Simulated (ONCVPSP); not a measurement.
# Bi, ONCV: configuration errors across variants

- Element: Bi
- Generator: ONCVPSP 4.0.1
- Type: optimised norm-conserving Vanderbilt (ONCV)
- Functional: PBE
- Relativity: fully relativistic
- Frozen core: [Kr] 4d10 4f14
- Valence charge: 23
- Reference configuration: 5s2 5p6 5d10 6s1.75 6p3.25
- Partial waves: 5s+6s: rc 1.40 bohr, ncon 4, nbas 7, qcut 6.5 1/bohr, 2 projectors; 5p+6p: rc 1.50 bohr, ncon 4, nbas 8, qcut 9.2 1/bohr, 2 projectors; 5d: rc 1.20 bohr, ncon 4, nbas 8, qcut 7.3 1/bohr, 2 projectors, debl 3.9 Ha
- Local potential: polynomial inside 0.90 bohr (lpopt 5, dvloc0 0 Ha)
- Core correction: polynomial model core, fcfact 0.15

Open shells are filled in proportion to 2j + 1.

All-electron excitation energies from the reference (eV): (1) 5s2 5p6 5d10 6s2 6p3 -2.433; (2) 5s2 5p6 5d10 6s2 6p2 5.627; (3) 5s2 5p6 5d10 6s2 6p1 21.052; (4) 5s2 5p6 5d10 6s1 6p0 90.006.

A true bound ghost makes a file unfit for plane-wave use even where its test errors are small: the radial tests pick states by their node count and pass the ghost by.

Errors AE − PS in meV (a dash: test not solved or not reliable):

```tsv
change	(1)	(2)	(3)	(4)	bound ghosts	GHOST(+) flags above zero
base	-0.2	+0.2	+0.8	-8.0	none	s, p3/2
all radii but the core radius scaled by about 0.77 (s 1.08, p 1.16, d 0.92 bohr); local potential polynomial inside 0.70 bohr (lpopt 5, dvloc0 0 Ha)	-0.2	+0.3	+1.1	-2.2	s	p3/2, d5/2, p1/2
all radii but the core radius scaled by about 0.84 (s 1.18, p 1.26, d 1.00 bohr); local potential polynomial inside 0.76 bohr (lpopt 5, dvloc0 0 Ha)	-0.2	+0.4	+1.1	-1.3	s	p3/2, p1/2
all radii but the core radius scaled by about 0.90 (s 1.26, p 1.34, d 1.08 bohr); local potential polynomial inside 0.80 bohr (lpopt 5, dvloc0 0 Ha)	-0.2	+0.3	+1.0	-6.4	s	p3/2, p1/2
all radii but the core radius scaled by about 0.96 (s 1.34, p 1.44, d 1.16 bohr); local potential polynomial inside 0.86 bohr (lpopt 5, dvloc0 0 Ha)	-0.7	-0.5	-0.8	-5.3	s	p3/2, p1/2
all radii but the core radius scaled by about 1.03 (s 1.44, p 1.56, d 1.24 bohr); local potential polynomial inside 0.94 bohr (lpopt 5, dvloc0 0 Ha)	-0.2	+0.1	+0.6	-10.0	none	s, p3/2
all radii but the core radius scaled by about 1.08 (s 1.50, p 1.62, d 1.30 bohr); local potential polynomial inside 0.98 bohr (lpopt 5, dvloc0 0 Ha)	-0.2	+0.1	+0.4	-11	none	s
all radii but the core radius scaled by about 1.20 (s 1.68, p 1.80, d 1.44 bohr); local potential polynomial inside 1.08 bohr (lpopt 5, dvloc0 0 Ha)	-0.2	-0.1	+0.1	-13	none	none
all radii but the core radius scaled by about 1.27 (s 1.78, p 1.90, d 1.52 bohr); local potential polynomial inside 1.14 bohr (lpopt 5, dvloc0 0 Ha)	-0.2	-0.1	-0.1	-14	none	s
all radii but the core radius scaled by about 1.30 (s 1.82, p 1.96, d 1.56 bohr); local potential polynomial inside 1.18 bohr (lpopt 5, dvloc0 0 Ha)	-0.3	-0.2	-0.1	-15	none	s
```

(1) Give the same row for: all radii but the core radius scaled by about 1.13 (s 1.58, p 1.70, d 1.36 bohr); local potential polynomial inside 1.02 bohr (lpopt 5, dvloc0 0 Ha).

## Answers

(1) -0.2, 0.0, +0.3, -12; bound ghosts: none; GHOST(+) flags above zero: s.
